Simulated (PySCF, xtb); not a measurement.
SeF4, SMILES F[Se](F)(F)F.

GFN2-xTB run with xtb at its own geometry gives an orbital gap of 6.67 eV and a dipole moment of 2.48 D.

The structure is a stationary point at TPSSh-D3(BJ)/def2-SVP. The isomer is the one that the SMILES or the coordinates give; other isomers of the formula were not compared.

Task: What does M06-2X/def2-TZVP (PySCF) give? (Estimate from the structure and the level; the computed values follow.)

Result: gap 9.91 eV (levels -11.93 and -2.02 eV), dipole 1.98 D.
